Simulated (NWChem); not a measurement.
System: PbNH3S, singlet; SMILES [NH2][Pb][SH]

Input file for NWChem:

```
start job
memory heap 200 mb stack 900 mb global 1100 mb
geometry units angstroms noautoz
  Pb    -0.271425    -0.369913     0.001137
  N      1.824485    -0.868682     0.000025
  H      2.186594    -1.826621    -0.000933
  H      2.588852    -0.186429     0.000015
  S      0.241104     2.170837     0.002517
  H     -1.084568     2.489063     0.003403
end
basis spherical
  Pb library def2-svp
  N library def2-svp
  H library def2-svp
  S library def2-svp
end
ecp
  Pb library def2-ecp
end
dft
  xc b3lyp
  iterations 150
  mulliken
end
task dft energy
```

Low-valent species are run as closed-shell singlets; no triplet was tried in these runs. The geometry was optimised at PBE-D3(BJ)/def2-SVP. B3LYP is NWChem's, with the RPA form of VWN correlation. def2 effective core potentials on Pb; no spin-orbit coupling.

Question: Predict the main results of this run. (B3LYP/def2-SVP with def2 effective core potentials on Pb.) Quantities: energy (Ha); highest occupied level (eV); orbital gap (eV); dipole (D).

Answer: 
| Quantity | Value |
|---|---|
| energy (Ha) | -647.58 |
| highest occupied level (eV) | -6.10 |
| orbital gap (eV) | 4.12 |
| dipole (D) | 2.78 |
